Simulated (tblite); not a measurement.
Species: CH8BGeN.
SMILES with atom numbers: `[BH2:1][N:2]([CH3:3])[GeH3:4]` (hydrogens: H5, H6 on B1; H7, H8, H9 on C3; H10, H11, H12 on Ge4)

Computed with GFN2-xTB (tblite), gas phase: L-BFGS steps from a force-field or distance-geometry start until the largest atomic force falls under 0.01 eV/Å.

The end geometry, which sets the zero of energy:
```
atom  x, y, z in Å
B1     -0.9647    1.3760    0.1874
N2     -0.2431    0.1987    0.0415
C3     -0.8777   -1.1091    0.0732
Ge4     1.5796    0.0908   -0.2154
H5     -0.3827    2.3933    0.1486
H6     -2.1266    1.3363    0.3448
H7     -0.7145   -1.6378   -0.8723
H8     -0.4535   -1.7222    0.8756
H9     -1.9487   -1.0092    0.2373
H10     2.1518   -0.7479    0.8945
H11     2.1597    1.4616   -0.2285
H12     1.8217   -0.6311   -1.5127
```

Question: These geometries come from the run, each turned onto the end geometry. Order them by energy, lowest first.
A.
```
atom  x, y, z in Å
B1     -0.8826    1.2805    0.5755
N2     -0.2818    0.2328   -0.1289
C3     -0.9535   -1.0593   -0.2489
Ge4     1.5442    0.1198   -0.2922
H5     -0.3458    2.3191    0.6344
H6     -1.8778    1.0733    1.1902
H7     -0.3575   -1.7042   -0.8990
H8     -1.0512   -1.4940    0.7435
H9     -1.9512   -0.9393   -0.6621
H10     2.1801    0.3421    1.0444
H11     2.0865    1.1060   -1.2678
H12     1.8919   -1.2773   -0.7150
```
B.
```
atom  x, y, z in Å
B1     -0.9291    1.3383    0.3925
N2     -0.2416    0.1824    0.0399
C3     -0.9178   -1.1002   -0.0700
Ge4     1.5850    0.1057   -0.2285
H5     -0.3112    2.3227    0.5305
H6     -2.0883    1.2986    0.5688
H7     -0.5913   -1.6246   -0.9729
H8     -0.7196   -1.7449    0.7971
H9     -1.9930   -0.9476   -0.1536
H10     2.3202   -0.1623    1.0605
H11     2.0721    1.3807   -0.8287
H12     1.8159   -1.0493   -1.1616
```
C.
```
atom  x, y, z in Å
B1     -0.9190    1.1863    0.6001
N2     -0.0998    0.0952    0.1155
C3     -0.9943   -0.9809   -0.2997
Ge4     1.6794    0.0621   -0.1410
H5     -1.2565    2.0407   -0.1386
H6     -1.2949    1.2071    1.7164
H7     -0.6080   -1.4709   -1.1910
H8     -1.1356   -1.7232    0.4892
H9     -1.9728   -0.5619   -0.5446
H10     2.4171    0.3806    1.1448
H11     2.1026    1.0820   -1.1782
H12     2.0831   -1.3176   -0.5990
```
D.
```
atom  x, y, z in Å
B1     -0.9146    1.2939    0.6111
N2     -0.2975    0.2600   -0.1386
C3     -0.9504   -1.0695   -0.2755
Ge4     1.5794    0.0879   -0.2644
H5     -0.5402    2.3709    0.4770
H6     -1.7472    1.1025    1.3748
H7     -0.3971   -1.7397   -0.9556
H8     -1.0260   -1.5565    0.7046
H9     -1.9193   -0.8977   -0.7320
H10     2.1911    0.4117    1.0802
H11     2.1830    1.1237   -1.2038
H12     1.8399   -1.3876   -0.7038
```
E.
```
atom  x, y, z in Å
B1     -0.8630    1.2514    0.5928
N2     -0.2235    0.1412    0.0466
C3     -0.9686   -1.0909   -0.1882
Ge4     1.5955    0.1425   -0.2885
H5     -0.2201    2.2146    0.7771
H6     -2.0003    1.2034    0.8686
H7     -0.4563   -1.7562   -0.8912
H8     -1.1280   -1.6292    0.7489
H9     -1.9470   -0.8423   -0.5909
H10     2.3082    0.3818    1.0078
H11     1.9651    1.1971   -1.2842
H12     1.9392   -1.2141   -0.8250
```

Answer: B (0.043 eV), E (0.082 eV), A (0.231 eV), D (0.474 eV), C (1.148 eV).

In the order of the answer:

```json
{"step": "77", "E above end (eV)": "0.043", "largest force (eV/Å)": "0.19", "rms force component (eV/Å)": "0.062", "rms distance from end (Å)": "0.366", "rms bond change (Å)": "0.002", "bond most changed (Å)": "N2–Ge4 +0.004"}
{"step": "38", "E above end (eV)": "0.082", "largest force (eV/Å)": "0.16", "rms force component (eV/Å)": "0.059", "rms distance from end (Å)": "0.688", "rms bond change (Å)": "0.004", "bond most changed (Å)": "Ge4–H11 +0.008"}
{"step": "27", "E above end (eV)": "0.231", "largest force (eV/Å)": "0.42", "rms force component (eV/Å)": "0.149", "rms distance from end (Å)": "0.722", "rms bond change (Å)": "0.007", "bond most changed (Å)": "B1–H6 +0.015"}
{"step": "21", "E above end (eV)": "0.474", "largest force (eV/Å)": "1.17", "rms force component (eV/Å)": "0.374", "rms distance from end (Å)": "0.757", "rms bond change (Å)": "0.030", "bond most changed (Å)": "Ge4–H12 +0.057"}
{"step": "8", "E above end (eV)": "1.148", "largest force (eV/Å)": "0.23", "rms force component (eV/Å)": "0.082", "rms distance from end (Å)": "0.885", "rms bond change (Å)": "0.025", "bond most changed (Å)": "B1–N2 +0.059"}
```

The cost below is that of the whole relaxation. Time: 0.71 s. Hardware: Intel Xeon Platinum 8259CL at 2.50 GHz, one thread, shared host.
